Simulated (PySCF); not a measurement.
MgCl, SMILES [Mg+][Cl], charge +1. Atoms are numbered in the order given.

```xyz
2

Mg     0.0000     0.0000    -1.2357
Cl     0.0000     0.0000     0.8723
```
Charge +1, spin multiplicity 1.

Coordinates come from a PBE0-D3(BJ)/def2-TZVPD optimisation. The spin state was assumed, not searched.

The numbers are results of HF/def2-TZVPD (PySCF), not measurements.

The molecule is in vacuum.

- total energy = -658.91157 hartree
- point group = C∞v
- highest occupied level = -16.94 eV
- lowest empty level = -7.22 eV
- orbital gap = 9.72 eV
- dipole moment about the centre of nuclear charge = 10.91 D
- mean static polarisability = 24.6 bohr³ (3.65 Å³)
- polarisability, principal values = 21.5, 21.5, 30.9 bohr³
